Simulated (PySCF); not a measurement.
## `C(C1=C[C@]2(C)[C@H]1C2)#N`, C7H7N

Geometry (Å), atoms numbered from 1 in this order:
```xyz
15

C    -1.9802    0.2494   -0.4992
C    -0.5888    0.1486    0.0389
C     0.0165   -1.0549    0.7223
C     1.2166   -0.8853    0.1379
C     2.4624   -1.4994    0.2273
N     3.4945   -2.0036    0.2722
C     0.7567    0.3493   -0.6273
C     0.2754    1.3367    0.4010
H    -2.0803    1.1342   -1.1238
H    -2.6993    0.3166    0.3170
H    -2.2208   -0.6278   -1.0984
H    -0.3694   -1.7388    1.4540
H     1.0080    0.6017   -1.6409
H    -0.0547    2.2980    0.0298
H     0.7589    1.3834    1.3672
```

Method: PySCF, TDDFT PBE0/aug-cc-pVDZ circular dichroism and optical rotation, one conformer, gas phase. Geometry: GFN2-xTB.

States above about 6.9 eV lie in this functional's continuum (it starts at minus the energy of the highest occupied orbital, well below the true ionisation energy for most functionals) and depend on the basis.

Stereocentres: C2 R, C7 R.

What is the specific rotation at 633, 589.3, 546, 436, 405, 365, 355 nm?

[α] in deg dm⁻¹ (g/mL)⁻¹:
| λ (nm) | origin-invariant length gauge | modified velocity gauge | length gauge (centre of mass) | isotropic polarisability (au) |
| --- | --- | --- | --- | --- |
| 633 | +501.3 | +492.3 | +500.3 | 87.7 |
| 589.3 | +618.7 | +607.4 | +617.5 | 88.2 |
| 546 | +785.1 | +770.6 | +783.7 | 88.9 |
| 436 | +1799.8 | +1764.6 | +1797.8 | 91.9 |
| 405 | +2523.8 | +2473.5 | +2521.9 | 93.4 |
| 365 | +4510.9 | +4418.7 | +4510.3 | 96.7 |
| 355 | +5438.5 | +5326.6 | +5439.0 | 98.0 |

And for the mirror image at 589.3 nm?

-618.7 deg dm⁻¹ (g/mL)⁻¹ (origin-invariant length gauge): the same size and the opposite sign.

What is the molar rotation [Φ] = [α]·M/100 of the geometry above at 589.3 nm?

With M = 105.14 g/mol, +650.5 deg cm² dmol⁻¹ (origin-invariant length gauge).

The first excitation lies at 4.28 eV (290 nm) with R = +40.0 × 10⁻⁴⁰ esu² cm² (velocity form).
